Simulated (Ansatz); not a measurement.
Z-matrix (Å, degrees):
```
Si
O 1 1.659
C 1 1.802 2 49.4
O 1 1.619 2 120.5 3 -107.9
H 1 1.467 2 117.9 3 116.5
Cl 3 1.775 1 118.7 2 -101.9
H 3 1.085 1 130.6 2 96.4
H 4 0.962 1 117.0 2 44.5
```

Charge 0, multiplicity 1.

(1) List the ωB97M-V/def2-TZVPP orbital energies in eV (Ansatz 0.2.0). (An estimate is asked.)

Results:

(1) Computed: Occupied: -2772.03, -1808.37, -527.04, -526.60, -284.15, -262.40, -199.92, -199.72, -199.71, -149.34, -103.48, -103.45, -103.43, -32.17, -31.59, -26.35, -20.39, -19.14, -16.99, -15.99, -15.07, -13.99, -13.74, -13.36, -12.09, -11.44, -11.19, -9.74. Lowest empty: 1.64, 1.91, 2.76, 3.43, 3.66, 4.04, 4.74, 5.18.
